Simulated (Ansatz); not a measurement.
`FBC1N[SiH2]1`. Total charge 0; spin multiplicity 1. Geometry: relaxed with PBE0-D4/def2-TZVP. It is one conformer, not always the lowest.

```xyz
10

F    -2.094   -0.541    0.900
B    -0.917   -0.097    1.332
C     0.345   -0.276    0.500
N     0.309   -1.042   -0.784
Si    0.277    0.642   -1.126
H    -0.902    0.516    2.365
H     1.314   -0.143    0.984
H     1.130   -1.606   -0.951
H     1.506    1.360   -1.525
H    -0.968    1.186   -1.696
```

Task: What is the dipole moment at PBE/def2-TZVPP? (Best estimate.)

Result: Ansatz gave: 2.87 D, with components (2.56, 0.79, -1.03) D in this frame, pointing from negative to positive charge.

Task: And with r2SCAN, B3LYP, ωB97M-V? (Best estimate.)

Result: Ansatz gave: r2SCAN 2.94 D, B3LYP 3.03 D, ωB97M-V 3.03 D.

Task: Give the Mulliken charges with PBE, ωB97M-V, r2SCAN in def2-TZVPP. (Estimate.)

Result: Computed: 
| atom | PBE | ωB97M-V | r2SCAN |
| --- | --- | --- | --- |
| F1 | -0.21 | -0.24 | -0.26 |
| B2 | 0.17 | 0.15 | 0.26 |
| C3 | -0.09 | -0.16 | -0.12 |
| N4 | -0.27 | -0.30 | -0.34 |
| Si5 | 0.29 | 0.32 | 0.40 |
| H6 | -0.05 | 0.01 | -0.05 |
| H7 | 0.10 | 0.11 | 0.08 |
| H8 | 0.15 | 0.12 | 0.14 |
| H9 | -0.05 | -0.02 | -0.06 |
| H10 | -0.03 | 0.00 | -0.04 |

B3LYP here is the variant with VWN-RPA as its local correlation; programs differ in this.
